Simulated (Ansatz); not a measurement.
`OCC(O)O` + `N[SiH2]F` → `OCN[SiH2]F` + `OCO`  (substitution at a C–C bond)

Gas-phase electronic energies from Ansatz, PBE0-D4/def2-TZVP geometries. CCSD(T)/CBS adds triple-zeta CCSD(T) − MP2 to the extrapolated MP2 energy (def2 sets, frozen cores). This one scheme is used for every species. Functionals use def2-TZVPP. B3LYP here is the variant with VWN-RPA as its local correlation; programs differ in this. One conformer a species, not always the lowest.

`OCC(O)O`:

Z-matrix (Å, degrees):
```
C
C 1 1.516
O 1 1.411 2 109.6
H 1 1.091 2 109.5 3 117.2
H 1 1.096 2 109.8 3 -123.3
O 2 1.391 1 111.4 3 -55.4
O 2 1.411 1 105.7 3 65.8
H 2 1.096 1 111.4 3 -174.0
H 3 0.964 1 106.6 2 -61.9
H 6 0.967 2 106.2 1 39.0
H 7 0.962 2 107.3 1 -166.7
```

`N[SiH2]F`:

Cartesian coordinates in Å:
```
N -0.386 -0.912 0.340
Si 0.315 0.561 -0.119
F -0.320 1.223 -1.436
H -1.274 -0.956 0.812
H -0.171 -1.775 -0.131
H 1.740 0.320 -0.435
H 0.096 1.539 0.969
```

`OCN[SiH2]F`:

Z-matrix (Å, degrees):
```
C
N 1 1.436
O 1 1.406 2 114.1
H 1 1.098 2 107.7 3 124.1
H 1 1.092 2 110.6 3 -118.0
Si 2 1.700 1 124.9 3 -97.5
H 2 1.009 1 113.3 3 64.6
H 3 0.962 1 108.2 2 58.5
F 6 1.607 2 113.3 1 73.0
H 6 1.480 2 108.6 1 -43.4
H 6 1.479 2 108.4 1 -168.5
```

`OCO`:

```xyz
7

O     0.326    1.102   -0.406
C     0.259   -0.272   -0.165
O    -0.782   -0.623    0.697
H    -0.496    1.369   -0.829
H     1.238   -0.541    0.243
H     0.077   -0.840   -1.083
H    -0.623   -0.194    1.543
```

```tsv
level	ΔE (kJ/mol)	difference from CCSD(T)/CBS
PBE-D4	35.5	-7.3
r2SCAN-D4	42.4	-0.4
B3LYP-D4	35.0	-7.8
B2PLYP	38.3	-4.5
r2SCAN	42.6	-0.2
PBE0	38.3	-4.5
B3LYP	35.1	-7.7
CCSD(T)/def2-TZVPP	41.5	-1.3
SCS-MP2/def2-QZVPP	40.2	-2.6
CCSD/CBS(def2)	42.2	-0.6
CCSD(T)/CBS	42.8	0
```

Largest T1 diagnostic among the species: 0.011.

In def2-TZVPP, CCSD(T) changes the Hartree–Fock value by +6.0 kJ/mol (the triples alone add +0.6 kJ/mol) and MP2 by +7.3 kJ/mol.
